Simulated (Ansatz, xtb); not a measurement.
Diatomic SiSb, multiplicity 2 (lowest of 2S+1 = 2, 4 at CCSD(T)/def2-TZVPP on PBE0 minima; our sources give no spin for the ground state, which may be another). No spin–orbit coupling. The T1 diagnostic near the minimum is 0.060, so single-reference values are doubtful.

Seven points along R, fitted to fifth degree in 1/R; most abundant isotopes. In def2 and cc sets the state is the lowest found near the PBE0 minimum, followed along R.

Run with Ansatz (Gaussian orbitals); xtb for the GFN methods. Values without a source in brackets are computed. In def2 rows elements past Kr take small-core potentials, without spin–orbit coupling. The GFN methods have no spin term and hold the electronic entropy of 300 K.

```json
[
 {"level": "GFN2-xTB", "r_e (Å)": "2.401", "ω_e (cm⁻¹)": "438", "α_e (cm⁻¹)": "0.00095", "ω_e x_e (cm⁻¹)": "2.5", "dipole (D)": "-"},
 {"level": "SVWN5/def2-TZVPP", "r_e (Å)": "2.380", "ω_e (cm⁻¹)": "415", "α_e (cm⁻¹)": "0.00050", "ω_e x_e (cm⁻¹)": "1.1", "dipole (D)": "0.08"},
 {"level": "PBE/def2-TZVPP", "r_e (Å)": "2.407", "ω_e (cm⁻¹)": "403", "α_e (cm⁻¹)": "0.00049", "ω_e x_e (cm⁻¹)": "1.1", "dipole (D)": "0.18"},
 {"level": "B97M-V/def2-TZVPP", "r_e (Å)": "2.387", "ω_e (cm⁻¹)": "421", "α_e (cm⁻¹)": "0.00049", "ω_e x_e (cm⁻¹)": "1.3", "dipole (D)": "0.37"},
 {"level": "B3LYP/def2-TZVPP", "r_e (Å)": "2.394", "ω_e (cm⁻¹)": "414", "α_e (cm⁻¹)": "0.00049", "ω_e x_e (cm⁻¹)": "1.2", "dipole (D)": "0.03"}
]
```

Ansatz is an electronic-structure program.
